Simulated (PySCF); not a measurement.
A geometry optimisation on `Bc1ccc(F)o1`.

Method: PBE0-D3(BJ)/def2-SVP geometry optimisation, gas phase (PySCF 2.14.0). Start geometry: GFN2-xTB. The command runs a driver script over a list of jobs; the input below is this job's line of settings and its coordinates in Å.

Command:
```bash
OMP_NUM_THREADS=1 python probes_run.py task.json out
```

Input:
```
{"job": {"xc": "PBE0", "basis": "def2-SVP", "d3": "d3bj", "grid": 1, "shake": 0.01, "kind": "geom"}, "charge": 0, "multiplicity": 1}
B      2.138040    -0.318480    -0.097900
C      0.601720    -0.134660    -0.042610
C     -0.202920     0.976320     0.205300
C     -1.496360     0.583790     0.147260
C     -1.468390    -0.757980    -0.151980
F     -2.448450    -1.622170    -0.318610
O     -0.222440    -1.200620    -0.259320
H      2.596230    -1.331420    -0.341950
H      2.782860     0.649770     0.109570
H      0.177590     1.962220     0.431440
H     -2.419760     1.167390     0.303150
```

Output:
```
step   0  E = -354.05222001  max force = 0.069531
step   1  E = -354.05205598  max force = 0.020020
step   2  E = -354.05735428  max force = 0.011033
step   3  E = -354.05967597  max force = 0.007212
step   4  E = -354.05999265  max force = 0.007332
step   5  E = -354.06026398  max force = 0.002779
step   6  E = -354.06042339  max force = 0.001187
step   7  E = -354.06043972  max force = 0.000227
step   8  E = -354.06044335  max force = 0.000281
optimisation converged
```

Energies in Eh; «max force» is the largest Cartesian gradient component in Eh/bohr.

Question: Give the first gradient maximum in eV/Å.

Answer: With 1 Eh/bohr = 51.422 eV/Å, 3.575 eV/Å.

Question: At which steps does the energy rise by more than 1e-5 Eh?

Answer: At step 1 (+0.16 mEh).

Summary of the converged run: final energy -354.06044 Eh after 8 steps; dipole 2.23 D.

Question: Give the final coordinates.

Answer: 0.029 Å rms from the input after alignment:
```
atom  x, y, z in Å
B1     1.8349    0.1134   -1.0810
C2     0.5375   -0.0071   -0.3223
C3    -0.1507    0.8762    0.4959
C4    -1.3361    0.2499    0.9403
C5    -1.2844   -0.9893    0.3529
F6    -2.1182   -1.9837    0.4157
O7    -0.2202   -1.1754   -0.3833
H8     2.2475   -0.7937   -1.7602
H9     2.4468    1.1504   -0.9878
H10    0.1903    1.8815    0.7385
H11   -2.1203    0.6287    1.5893
```

The run took 42 s on an Arm Neoverse V2 with one thread (shared host), and the process peaked at 0.50 GiB of memory.
Labels such as C1 count atoms from 1, the log's own numbers from 0.
